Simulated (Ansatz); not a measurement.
Mulliken charges of ClH4SSbSi, SMILES `Cl[SiH2][S][SbH2]` from PBE/def2-TZVPP in Ansatz (PBE0-D4/def2-TZVP geometry).

| atom | x (Å) | y (Å) | z (Å) | charge (e) |
| --- | --- | --- | --- | --- |
| Cl1 | -2.519 | 0.252 | -0.254 | -0.219 |
| Si2 | -0.816 | 1.259 | 0.325 | 0.380 |
| S3 | 0.650 | -0.042 | 1.103 | -0.332 |
| Sb4 | 1.041 | -1.306 | -0.951 | 0.391 |
| H5 | -1.183 | 2.200 | 1.405 | -0.040 |
| H6 | -0.340 | 1.970 | -0.885 | -0.042 |
| H7 | 2.676 | -1.588 | -0.536 | -0.072 |
| H8 | 0.582 | -2.802 | -0.263 | -0.068 |

Q: By hand: the dipole of these point charges (1 e Å = 4.8032 D).

A: Σ q r = (0.262, 0.061, -0.521) e Å, of length 0.586 e Å = 2.81 D.

Q: How does the dipole of the full density compare? (Estimate.)

A: Computed: (0.221, -0.048, -0.246) e Å, 1.61 D; the point charges give 1.75 times that, at 21° from its direction.

Point charges leave out the atoms' own dipoles, such as those of lone pairs, and Mulliken's split depends on the basis, so the two needn't agree.
